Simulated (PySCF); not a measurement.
All values below come from ωB97X-D3(BJ)/def2-TZVP // B3LYP-D3(BJ)/def2-TZVP (PySCF). All species are isolated molecules in the gas phase. 

Reference species (SMILES): `[SiH3]B([SiH3])[SiH3]` (neutral, multiplicity 1).

```
Property       Result
-------------  ------
dipole moment  0.12 D
```

Changed species: `CB([SiH3])[SiH3]` (whole molecule; the reference has whole molecule).

Question: What does the change do to the dipole moment?

Answer: the dipole moment rises by 1.18 D, to 1.30 D.
